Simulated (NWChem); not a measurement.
# SbH, triplet; SMILES [SbH]

Results from NWChem. Spin-unrestricted. All runs use the structure optimised with PBE0-D3(BJ)/def2-TZVP, spin-unrestricted. No stability test was run on the SCF state. def2 effective core potentials on Sb; no spin-orbit coupling. Total energies compare along this basis series because the functional is fixed.

```json
[
 {"level": "PBE/def2-SVP", "basis functions": "31", "energy (Ha)": "-240.7959", "highest occupied level (eV)": "-5.32", "lowest empty minus highest occupied level, either spin (eV)": "1.67", "dipole (D)": "0.13", "relative time": "1"},
 {"level": "PBE/def2-SVPD", "basis functions": "40", "energy (Ha)": "-240.7966", "highest occupied level (eV)": "-5.33", "lowest empty minus highest occupied level, either spin (eV)": "1.66", "dipole (D)": "0.25", "relative time": "2"},
 {"level": "PBE/def2-TZVP", "basis functions": "56", "energy (Ha)": "-240.8040", "highest occupied level (eV)": "-5.39", "lowest empty minus highest occupied level, either spin (eV)": "1.64", "dipole (D)": "0.25", "relative time": "3"},
 {"level": "PBE/def2-TZVPD", "basis functions": "65", "energy (Ha)": "-240.8042", "highest occupied level (eV)": "-5.39", "lowest empty minus highest occupied level, either spin (eV)": "1.64", "dipole (D)": "0.27", "relative time": "4"},
 {"level": "PBE/def2-TZVPP", "basis functions": "64", "energy (Ha)": "-240.8042", "highest occupied level (eV)": "-5.39", "lowest empty minus highest occupied level, either spin (eV)": "1.64", "dipole (D)": "0.25", "relative time": "4"},
 {"level": "PBE/def2-QZVP", "basis functions": "112", "energy (Ha)": "-240.8056", "highest occupied level (eV)": "-5.40", "lowest empty minus highest occupied level, either spin (eV)": "1.63", "dipole (D)": "0.25", "relative time": "30"}
]
```

The last column is a rough cost ratio, cheapest run = 1.
